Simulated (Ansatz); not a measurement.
The same path of CH5AlClNO (10 atoms, charge 0, multiplicity 1) was run twice with different band settings. The coordinate that changes most is the height of N1 over the plane of its neighbours.

Theory: Ansatz 0.2.0, RKS B3LYP/6-31G*.

Relaxed end points:

```xyz
10
Properties=species:S:1:pos:R:3
N 0.039 1.366 1.556
Al -0.732 0.173 0.457
C 0.601 -0.819 -0.739
O 0.407 -2.028 -1.188
Cl -1.043 0.890 -1.678
H -0.338 1.543 2.480
H 0.615 2.147 1.268
H -1.885 -0.754 1.022
H 1.446 -0.307 -1.223
H 0.973 -2.262 -1.951
```

```xyz
10
Properties=species:S:1:pos:R:3
N 0.033 1.367 1.557
Al -0.733 0.174 0.453
C 0.604 -0.819 -0.736
O 0.410 -2.029 -1.183
Cl -1.031 0.886 -1.686
H 0.620 2.142 1.276
H -0.355 1.550 2.475
H -1.891 -0.748 1.013
H 1.451 -0.309 -1.219
H 0.975 -2.264 -1.947
```

Common settings: movable images 7; climbing image yes; spring 5.0 eV/Å²; optimiser quadratic models (default); start path IDPP; end points relaxed.

| run | force threshold | iteration limit |
| --- | --- | --- |
| 1 | 0.05 eV/Å | 31 |
| 2 | 0.5 eV/Å | 38 |

What does each run give, and how far can it be trusted?

Run 1: converged after 7 iterations, highest image 0.141 eV above the first end. A vibrational analysis at the climbing image gives one clearly imaginary mode, 242i cm⁻¹: a first-order saddle point.
Run 2: converged after 1 iterations, highest image 0.185 eV above the first end. The threshold of 0.5 eV/Å is loose, so the images may lie well off the minimum-energy path. The order of the stationary point at the top wasn't checked.
